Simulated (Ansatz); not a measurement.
Reaction (SMILES): [GeH3] (GeH3) → Ge atom + 3 H atom
B3LYP-D3(BJ)/def2-TZVP geometries, fixed; electronic energies without zero-point terms.
Largest species:
```xyz
4

Ge    -0.0167    -0.0237    -0.0294
H      0.5517    -0.9452     1.0702
H     -1.1244     0.8871     0.5402
H      1.1063     0.8180    -0.6708
```
Charge 0, spin multiplicity 2.

Basis-set convergence of the atomisation energy at r2SCAN with Ansatz (a quantum-chemistry and plane-wave program). All functions are spherical. The program fits the integrals of some runs and decomposes those of others, by size. Open shells are unrestricted. No added dispersion term, no relativity. Functions are those of the species that has most. Reference: the value in aug-cc-pV5Z, 208.60 kcal/mol, itself unsure by roughly 0.21 kcal/mol (its mean distance from pcseg-4, aug-pcseg-3, aug-cc-pVQZ). Deviations are taken from unrounded values.

```
basis        functions  atomisation energy (kcal/mol)  minus reference (kcal/mol)
-----------  ---------  -----------------------------  --------------------------
pcseg-0             28                         198.75                       -9.85
cc-pVDZ             42                         206.06                       -2.53
6-311G**            62                         207.66                       -0.94
def2-TZVP           66                         208.30                       -0.30
cc-pVTZ             85                         208.23                       -0.37
pcseg-2             85                         208.02                       -0.58
def2-TZVPPD        105                         209.00                        0.40
pcseg-3            167                         208.33                       -0.27
def2-QZVPP         179                         208.69                        0.09
```
